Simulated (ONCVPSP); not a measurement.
## lead (Pb): ONCV pseudisation with LDA (Perdew-Zunger), fully relativistic reference atom.

```
Element                 : lead (Pb)
Generator               : ONCVPSP 4.0.1
Type                    : optimised norm-conserving Vanderbilt (ONCV)
Functional              : LDA (Perdew-Zunger)
Relativity              : fully relativistic
Frozen core             : [Kr] 4d10 4f14
Valence charge          : 22
Reference configuration : 5s2 5p6 5d10 6s1 6p3
Partial waves           : 5s+6s: rc 1.66 bohr, ncon 4, nbas 7, qcut 7.4 1/bohr, 2 projectors; 5p+6p: rc 1.74 bohr, ncon 3, nbas 6, qcut 9.2 1/bohr, 2 projectors; 5d: rc 1.80 bohr, ncon 4, nbas 8, qcut 9.6 1/bohr, 3 projectors, debl 3.9 Ha
Local potential         : polynomial inside 1.42 bohr (lpopt 5, dvloc0 -1 Ha)
Core correction         : Teter function, fcfact 2.75, rcfact 1.5
```

Open shells are filled in proportion to 2j + 1.

Poles of the logarithmic derivatives, all-electron (AE) and pseudo (PS). s: poles at -5.2, 4.3 (AE) and -5.2, 4.1 (PS) Ha. p3/2: poles at -2.7 (AE) and -2.7 (PS) Ha. p1/2: poles at -3.7, 4.5 (AE) and -3.7, 4.6 (PS) Ha. d5/2: poles at -0.2 (AE) and -0.2 (PS) Ha. d3/2: poles at -0.3 (AE) and -0.3 (PS) Ha. Test radii: s 1.68, p3/2 1.76, p1/2 1.76, d5/2 1.83, d3/2 1.83 bohr.

* Cutoffs needed: 27 Ha and 32 Ha (the cutoffs (Ha) at which the residual kinetic energy of the hardest occupied pseudo-wave falls to 1 and 0.1 mHa per electron)
* Ghost test: no bound ghost flagged; no localised positive-energy state flagged
* Largest excitation error: -2.9 meV (all-electron minus pseudo) for 5s2 5p6 5d10 6s0 6p4, out of 4 test configurations
* rms error of d²Exc/dni dnj: 9.28 mHa without and 3.86 mHa with the model core
